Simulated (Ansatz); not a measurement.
Reaction (ligand exchange at the Si–C bond): `CB[SiH2]C` + HCl → `CB[SiH2]Cl` + CH₄

Computed with Ansatz on PBE0-D4/def2-TZVP structures; ΔE is electronic, products minus reactants. CCSD(T)/CBS adds triple-zeta CCSD(T) − MP2 to the extrapolated MP2 energy (def2 sets, frozen cores). This one scheme is used for every species. DFT in def2-TZVPP. B3LYP here is the variant with VWN-RPA as its local correlation; programs differ in this. One conformer a species, not always the lowest.

```
             level  ΔE (kJ/mol)  difference from CCSD(T)/CBS
            PBE-D4       -102.1                          2.7
         r2SCAN-D4       -107.6                         -2.8
          B3LYP-D4       -107.5                         -2.7
           ωB97X-V       -105.7                         -0.9
           ωB97M-V       -105.5                         -0.7
            B2PLYP       -108.7                         -3.9
               PBE       -103.5                          1.3
              PBE0       -105.2                         -0.4
             B3LYP       -109.4                         -4.6
     HF/def2-TZVPP       -117.5                        -12.7
   CCSD/def2-TZVPP       -102.2                          2.6
CCSD(T)/def2-TZVPP       -101.2                          3.6
     HF/def2-QZVPP       -117.6                        -12.8
    MP2/def2-QZVPP       -108.3                         -3.5
SCS-MP2/def2-QZVPP       -108.9                         -4.1
     MP2/CBS(def2)       -109.8                         -5.0
       CCSD(T)/CBS       -104.8                            0
```

Largest T1 diagnostic among the species: 0.011.

In def2-TZVPP, CCSD(T) changes the Hartree–Fock value by +16.4 kJ/mol (the triples alone add +1.0 kJ/mol) and MP2 by +11.4 kJ/mol.
